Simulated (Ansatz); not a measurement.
`C[SiH2]N(C)[SiH2]N(C)[SiH2]N(C)C`. Total charge 0; singlet. Geometry PBE-D4/def2-SVP, basis def2-TZVP, Ansatz.

```
atom   x (Å)   y (Å)   z (Å)
  C1   2.636   2.469  -2.000
 Si2   1.860   3.160  -0.421
  N3   0.473   2.215   0.120
  C4  -0.698   2.180  -0.763
 Si5   0.414   1.224   1.569
  N6   0.311  -0.490   1.178
  C7   1.402  -1.051   0.368
 Si8  -0.929  -1.599   1.740
  N9  -1.601  -2.456   0.369
 C10  -1.938  -3.864   0.397
 C11  -2.152  -1.726  -0.756
 H12   3.038   1.449  -1.835
 H13   1.892   2.418  -2.822
 H14   3.469   3.118  -2.341
 H15   2.866   3.171   0.695
 H16   1.400   4.570  -0.708
 H17  -0.859   3.164  -1.258
 H18  -0.617   1.412  -1.568
 H19  -1.625   1.955  -0.190
 H20  -0.818   1.531   2.372
 H21   1.673   1.547   2.326
 H22   2.300  -1.306   0.976
 H23   1.065  -1.974  -0.149
 H24   1.722  -0.333  -0.419
 H25  -0.409  -2.700   2.630
 H26  -1.894  -0.734   2.510
 H27  -3.039  -4.046   0.471
 H28  -1.587  -4.381  -0.528
 H29  -1.458  -4.361   1.263
 H30  -3.270  -1.723  -0.766
 H31  -1.807  -0.673  -0.735
 H32  -1.818  -2.165  -1.726
```

```tsv
run	HOMO (eV)	LUMO (eV)
A	-5.05	-0.38
B	-5.00	-0.22
C	-6.33	0.45
D	-6.50	0.66
E	-5.28	-0.02
```

Q: The runs used PBE, PBE0, r2SCAN, r2SCAN0, revPBE. Estimate which is which.

A: A PBE (0 % exact exchange); B revPBE (0 % exact exchange); C PBE0 (25 % exact exchange); D r2SCAN0 (25 % exact exchange); E r2SCAN (0 % exact exchange). Exact exchange lowers occupied and raises empty levels; among semilocal functionals meta-GGAs tend to open the gap a little, and such runs are hard to tell apart. The gap grows from 4.67 eV (PBE) to 7.16 eV (r2SCAN0).
